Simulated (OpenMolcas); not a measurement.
Te II: from RASSCF to RASPT2

* Program: OpenMolcas
* Basis: ANO-RCC-VQZP [8s7p5d3f2g]
* Scalar Hamiltonian: DKH2, point nucleus
* Active space: 5 electrons in 9 orbitals (RAS2 5s 5p; RAS3 5d, at most 2 electrons)
* State averaging: 2S+1 = 4 odd, 1 root; 2S+1 = 2 odd, 8 roots; 2S+1 = 4 even, 3 roots; 2S+1 = 2 even, 8 roots
* Spin-orbit coupling: RASSI with atomic mean-field integrals over the reference wave functions, term energies averaged over their components

Methods on the same reference wave functions:
A. RASSCF
B. SS-RASPT2, IPEA 0.25 Eh, imaginary shift 0.1 Eh (closed shells correlated: 4d)
C. XMS-RASPT2, IPEA 0.25 Eh, imaginary shift 0.1 Eh (closed shells correlated: 4d)

Energies in cm-1 above 5s2 5p3 4S* 3/2, the measured ground level; measured values from NIST Handbook of Basic Atomic Spectroscopic Data.

| Level | A | B | C | Measured |
| --- | --- | --- | --- | --- |
| 5s2 5p3 4S* 3/2 | 0.0 | 0.0 | 0.0 | 0.0 |
| 5s2 5p3 2D* 3/2 | 13625 | 10660 | 10630 | 10222 |
| 5s2 5p3 2D* 5/2 | 15480 | 12420 | 12380 | 12422 |
| 5s2 5p3 2P* 1/2 | 23899 | 21160 | 21150 | 20547 |
| 5s2 5p3 2P* 3/2 | 26431 | 23710 | 23700 | 24032 |
| 5s 5p4 4P 5/2 | 69024 | 71630 | 71360 | 71193 |
| 5s 5p4 4P 3/2 | 72357 | 75000 | 74740 | 74893 |
| 5s 5p4 4P 1/2 | 74307 | 76990 | 76720 |  |

Deviations, from unrounded energies. A percentage is the sum of absolute deviations over the sum of measured energies, with the sign that they share, or ± where signs differ.

```
                        Against measurement  Levels      A     B     C
             mean absolute deviation (cm-1)       6   2800   320   290
other terms of the ground configuration (%)       4  +18.2  ±2.0  ±2.1
                   other configurations (%)       2   -3.2  +0.4  ±0.2
```

C lies closest to measurement on these levels and A furthest from it. The largest miss of C in the table is 5s2 5p3 2P* 1/2, by +610 cm-1. The ranking rests on the paired levels alone, and a cruder setting can come out closer through cancelling errors.

Between B and C the level of the table that moves most is 5s 5p4 4P 5/2, by 270 cm-1 (lowest in C, highest in B). Moves below CASPT2's spread within the term are not significant.

The mean deviations of B to C differ by less than CASPT2's widest spread within a term (63 cm-1), so their order carries little weight.

From A to B the spin-free energies of the other terms of 5s2 5p3 shown, above 4S*, scale by factors of 0.78 to 0.88.

The lowest spin-free term lies below A's lowest term by 0.497 hartree in B, 0.497 hartree in C.

CASPT2 does not keep the components of a term degenerate, so their means are used; among the terms shown or strongly mixed into the levels shown the widest spread is 63 cm-1 (5s2 5p3 2D*, C). The run also gave levels led by 5s2 5p2 5d, which use shells meant for correlation; these and all levels above them are left out. Some terms mix strongly with configurations of 5d, whose occupation reaches 0.21 (5s 5p4 4P). Measured partners are found by configuration, term and J. A level has none where our copy of the source lacks it or the pairing is in doubt (some pairs that miss far off the trend of their configuration count as doubtful), and it then counts in no deviation. Only configurations of the active space appear. The table leaves out levels that lie high or whose names do not pair safely across all columns.

* marks odd parity.
